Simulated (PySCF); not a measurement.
**RbCl: frontier orbitals**

PBE0 at R = 2.781 Å; basis Rb x2c-TZVPall, Cl x2c-TZVPall; spin-free X2C with a Gaussian nucleus; PySCF 2.14. State: triplet, unpaired electrons σ ↑, π ↑, a second solution, started from another occupation. Only the outer orbitals are listed, counted within each symmetry.

| spin | orbital | occ. | ε (eV) | on Rb (%) | main shells (%) |
| --- | --- | --- | --- | --- | --- |
| α | 11σ | 1 | -25.14 | 1 | 99 Cl s |
| α | 12σ | 1 | -17.73 | 95 | 95 Rb p |
| α | 5π | 1 | -17.59 | 100 | 100 Rb p |
| α | 5π | 1 | -17.57 | 100 | 100 Rb p |
| α | 6π | 1 | -12.76 | 1 | 99 Cl p |
| α | 6π | 1 | -11.15 | 1 | 99 Cl p |
| α | 13σ | 1 | -11.14 | 6 | 94 Cl p |
| α | 14σ | 1 | -2.65 | 100 | 98 Rb s |
| α | 7π | 0 | -0.64 | 100 | 100 Rb p |
| α | 7π | 0 | -0.56 | 100 | 100 Rb p |
| α | 15σ | 0 | -0.47 | 101 | 97 Rb p |
| β | 11σ | 1 | -23.50 | 2 | 98 Cl s |
| β | 12σ | 1 | -17.63 | 95 | 95 Rb p |
| β | 5π | 1 | -17.50 | 100 | 100 Rb p |
| β | 5π | 1 | -17.50 | 100 | 100 Rb p |
| β | 6π | 1 | -10.69 | 1 | 99 Cl p |
| β | 13σ | 1 | -10.68 | 5 | 95 Cl p |
| β | 6π | 0 | -7.37 | 2 | 98 Cl p |
| β | 14σ | 0 | -1.01 | 101 | 100 Rb s |
| β | 15σ | 0 | 0.19 | 101 | 95 Rb p |

**Question.** Which are the highest filled and the lowest empty level, where do they sit, and how wide is the gap?

**Answer.** Highest filled α 14σ at -2.65 eV (in %: 98 Rb s); lowest empty β 6π at -7.37 eV (in %: 98 Cl p); the gap at PBE0 is -4.72 eV.

- bond order (Mayer): 0.12
- ⟨S²⟩: 2.004
- charge on Rb (Mulliken, basis-dependent): -0.06
- charge on Rb (Löwdin, basis-dependent): -0.28
- dipole moment (positive dipole means Rb(−)Cl(+)): 1.71 D

Shares are Mulliken populations and can fall outside 0 to 100 %.

Spin–orbit coupling is left out. Counting both spins, an empty level lies below a filled one in this solution, because spin and occupation are held.
